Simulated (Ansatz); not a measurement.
Two structures of SiNH$_{5}$BrCl, closed shell, reached by relaxing down either side of one saddle point (PBE0-D4/def2-TZVP). Energies are electronic, without zero-point energy. Ansatz 0.2.0; basis: def2-TZVPP and def2-QZVPP; cores frozen in the correlated methods. Filled d shells of the heavier atoms are correlated. The def2 sets are not built for correlating such inner shells, so the correlated values are less sure here. Extrapolation: Hartree–Fock as exp(−7.88 √X), correlation as X^−2.97. First:

| atom | x (Å) | y (Å) | z (Å) |
| --- | --- | --- | --- |
| Si1 | -0.4069 | -0.9924 | -0.2678 |
| Cl2 | 1.5130 | -1.3161 | 0.5008 |
| H3 | -0.6116 | -2.0845 | -1.2408 |
| H4 | -1.2981 | -1.0605 | 0.9069 |
| N5 | -0.6131 | 0.4986 | -1.0465 |
| H6 | 1.3896 | 0.8375 | 1.5969 |
| Br7 | 0.8926 | 2.1123 | 2.0214 |
| H8 | -0.2324 | 0.6552 | -1.9659 |
| H9 | -0.6331 | 1.3497 | -0.5050 |

Second:

Si1  (-1.050, -0.189, 0.292)
Cl2  (2.840, -0.645, -0.034)
H3  (-0.900, -1.657, 0.340)
H4  (-2.439, 0.280, 0.464)
N5  (-0.428, 0.403, -1.169)
H6  (2.075, -0.181, 0.901)
Br7  (0.033, 0.544, 2.144)
H8  (0.479, 0.092, -1.485)
H9  (-0.609, 1.353, -1.452)
(Å)

(1) Which bonds change from the first to the second?

(2) Give the saddle point's structure and its height above each. (To be estimated.)

T1 diagnostic: at most 0.010.

Results:

(1) SiNH₄Cl ([NH2][SiH2][Cl]) + HBr → SiNH₄Br ([NH2][SiH2][Br]) + HCl; bonds formed: Si1–Br7, Cl2–H6; bonds broken: Si1–Cl2, H6–Br7.

(2) The calculation gives: 141.4 kJ/mol above the first and 140.7 kJ/mol above the second (CCSD(T) at an estimated basis limit (MP2 extrapolated from triple and quadruple zeta, plus CCSD(T) − MP2 in triple zeta)).
```tsv
atom	x (Å)	y (Å)	z (Å)
Si1	-0.3505	-0.4616	-0.0030
Cl2	1.8212	-1.3124	0.9547
H3	-0.1654	-1.6410	-0.8876
H4	-1.2639	-0.8487	1.0852
N5	-0.6924	0.7136	-1.1629
H6	1.6018	-0.0632	1.5470
Br7	0.4567	1.4368	1.5850
H8	-0.6915	0.4747	-2.1406
H9	-0.7159	1.7016	-0.9778
```

Labels in which every atom is bracketed show which atoms are joined, not bond orders.

For scale, one of the runs: CCSD(T)/def2-TZVPP, 233 basis functions, launched by `ansatz run in.yaml --threads 8 --pin off --events-out ev --progress --plain --max-ram 19148MiB`. Time: 76 s of wall clock on 8 CPU threads of an Arm Neoverse V2; the host was shared. Peak host memory: 4 GiB.
